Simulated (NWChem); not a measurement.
System: InAsH$_{4}$; SMILES [AsH2][InH2]

Parts of the log:

```
             Northwest Computational Chemistry Package (NWChem) 7.3.0
             --------------------------------------------------------

 CS  symmetry detected

                             Geometry "geometry" -> ""
                             -------------------------

 Output coordinates in angstroms (scale by  1.889725989 to convert to a.u.)

  No.       Tag          Charge          X              Y              Z
 ---- ---------------- ---------- -------------- -------------- --------------
    1 In                  49.0000     0.01138191     1.04206568     0.00000000
    2 As                  33.0000     0.04105562    -1.56335392     0.00000000
    3 H                    1.0000    -1.00690233    -1.62260338     1.10750243
    4 H                    1.0000    -1.00690233    -1.62260338    -1.10750243
    5 H                    1.0000     0.05062778     1.88733405     1.51490841
    6 H                    1.0000     0.05062778     1.88733405    -1.51490841

 Effective nuclear repulsion energy (a.u.)     408.3272063380

      Symmetry information
      --------------------

 Group name             Cs
 Group number              2
 Group order               2
 No. of unique centers     4

 Summary of "ao basis" -> "ao basis" (spherical)
 ------------------------------------------------------------------------------
       Tag                 Description            Shells   Functions and Types
 ---------------- ------------------------------  ------  ---------------------
 In                         def2-svp                10       26   4s4p2d
 As                         def2-svp                12       32   5s4p3d
 H                          def2-svp                 3        5   2s1p

      Symmetry analysis of basis
      --------------------------

        a'         50
        a"         28

            General Information
            -------------------
          SCF calculation type: DFT
          Wavefunction type:  closed shell.
          No. of atoms     :     6
          No. of electrons :    58
           Alpha electrons :    29
            Beta electrons :    29
          Charge           :     0
          Spin multiplicity:     1
          Use of symmetry is: on ; symmetry adaption is: on
          Maximum number of iterations: 150
          AO basis - number of functions:    78
                     number of shells:    34
          Convergence on energy requested:  1.00D-06
          Convergence on density requested:  1.00D-05
          Convergence on gradient requested:  5.00D-04

              XC Information
              --------------
                     Hartree-Fock (Exact) Exchange  1.000
                     LC-wPBE(h)Exchange Functional  1.000
            Perdew 1991 LDA Correlation Functional  1.000 local
           PerdewBurkeErnz. Correlation Functional  1.000 non-local

           Range-Separation Parameters
           ---------------------------
           Alpha           :  0.00
           Beta            :  1.00
           Gamma           :  0.35
           Short-Range HF  :     F

             Grid Information
             ----------------
          Grid used for XC integration:  medium
          Radial quadrature: Mura-Knowles
          Angular quadrature: Lebedev.
          Tag              B.-S. Rad. Rad. Pts. Rad. Cut. Ang. Pts.
          ---              ---------- --------- --------- ---------
          In                  1.55      123          10.0       590
          As                  1.15      112          11.0       590
          H                   0.35       45          11.0       434
          Grid pruning is: on
          Number of quadrature shells:   325
          Spatial weights used:  Erf1

      Superposition of Atomic Density Guess
      -------------------------------------

 Sum of atomic energies:       -2453.90704470

      Non-variational initial energy
      ------------------------------

 Total energy =   -2425.377483
 1-e energy   =   -3837.758378
 2-e energy   =    1218.473870
 HOMO         =      -0.255267
 LUMO         =      -0.011582

      Symmetry analysis of molecular orbitals - initial
      -------------------------------------------------

  Numbering of irreducible representations:

     1 a'          2 a"

  Orbital symmetries:

     1 a'          2 a'          3 a"          4 a'          5 a'
     6 a'          7 a"          8 a'          9 a'         10 a'
    11 a"         12 a'         13 a'         14 a"         15 a'
    16 a'         17 a"         18 a'         19 a'         20 a"
    21 a'         22 a"         23 a'         24 a'         25 a'
    26 a"         27 a'         28 a"         29 a'         30 a'
    31 a'         32 a"         33 a'         34 a'         35 a"
    36 a'         37 a"         38 a'         39 a'

   convergence    iter        energy       DeltaE   RMS-Dens  Diis-err
 ---------------- ----- ----------------- --------- --------- ---------
 d= 0,ls=0.0,diis     1  -2427.8190487907 -2.62D+03  7.29D-03  2.22D-01
 d= 0,ls=0.0,diis     2  -2427.8473020748 -2.83D-02  1.82D-03  5.71D-02
 d= 0,ls=0.0,diis     3  -2427.8502744282 -2.97D-03  7.50D-04  6.17D-03
 d= 0,ls=0.0,diis     4  -2427.8507531092 -4.79D-04  2.46D-04  1.74D-04
 d= 0,ls=0.0,diis     5  -2427.8507876960 -3.46D-05  7.45D-05  9.99D-06
  Resetting Diis
 d= 0,ls=0.0,diis     6  -2427.8507916791 -3.98D-06  3.06D-05  1.10D-06
 d= 0,ls=0.0,diis     7  -2427.8507922082 -5.29D-07  7.79D-06  1.11D-07

         Total DFT energy =    -2427.850792208199
      One electron energy =    -3838.329105984050
           Coulomb energy =     1317.517496444575
    Exchange-Corr. energy =     -100.946206993323
 Nuclear repulsion energy =      193.907024324599

 Numeric. integr. density =       57.999933801635

                  Occupations of the irreducible representations
                  ----------------------------------------------

[...]
```

Level: LC-wPBE (HJS exchange hole, range parameter 0.35 per bohr)/def2-SVP with def2 effective core potentials on In, vertical spin-unrestricted ions. Geometry: optimised at PBE0/def2-SVP. def2 effective core potentials on In; no spin-orbit coupling.

### Question
Reconstruct the input file.

### Answer
This is not unique; one that fits is the input that was run:
```
start job
memory heap 200 mb stack 900 mb global 1100 mb
geometry units angstroms noautoz
  In    -0.058710     1.142421    -0.009416
  As    -0.132720    -1.460568     0.080376
  H      0.731860    -1.575734    -1.171600
  H     -1.434239    -1.498328    -0.715233
  H      1.457150     1.934435    -0.302235
  H     -1.506024     2.040965     0.320695
end
basis spherical
  * library def2-svp
end
ecp
  In library def2-ecp
end
dft
  xc xwpbe 1.00 cpbe96 1.0 hfexch 1.00
  cam 0.35 cam_alpha 0.0 cam_beta 1.0
  iterations 150
  vectors input atomic output neutral.movecs
end
task dft energy
charge 1
dft
  odft
  mult 2
  vectors input atomic output cation.movecs
end
task dft energy
```
